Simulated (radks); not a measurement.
Fractional charge and spin in the 5p shell of cerium: the spin-up occupation runs from 2 to 3 and the spin-down occupation from 2 to 3; the fullest corner is Ce3+, [Kr] 4d10 4f(up 0.5, down 0.5) 5s2 5p(up 3, down 3). Method: scalar-relativistic Kohn-Sham, LDA (Slater exchange, Perdew-Wang correlation), spin-polarised, spherical densities, finite nucleus; Fermi nuclear charge, rms radius of each element as measured or else 0.836 A^(1/3) + 0.57 fm; computed with a radial shooting solver on a logarithmic mesh with Libxc functionals. Energy (eV) minus the two flat planes that join the four corners (they meet along the diagonal where the two added fractions sum to one electron); zero is where a piecewise linear energy would lie.

down \ up       2    2.25     2.5    2.75       3
2           0.000  -1.193  -1.587  -1.187   0.000
2.25       -1.193  -1.537  -1.088   0.145  -1.139
2.5        -1.587  -1.088   0.193  -1.045  -1.514
2.75       -1.187   0.145  -1.045  -1.468  -1.132
3           0.000  -1.139  -1.514  -1.132   0.000

Corners above the fullest one (they belong to Ce4+ and the next ion): (up 3, down 2) 52.096 eV, (up 2, down 3) 52.096 eV, (up 2, down 2) 117.37 eV. With half an added electron in each spin the energy lies 0.193 eV from the planes, and with half an added electron in spin up alone -1.587 eV. The planes are only a guide here: the flat-plane condition holds for ground states with one frontier orbital, while this shell lies below other occupied shells, so the corners above the fullest one are inner-hole states and not the ground states of those ions.
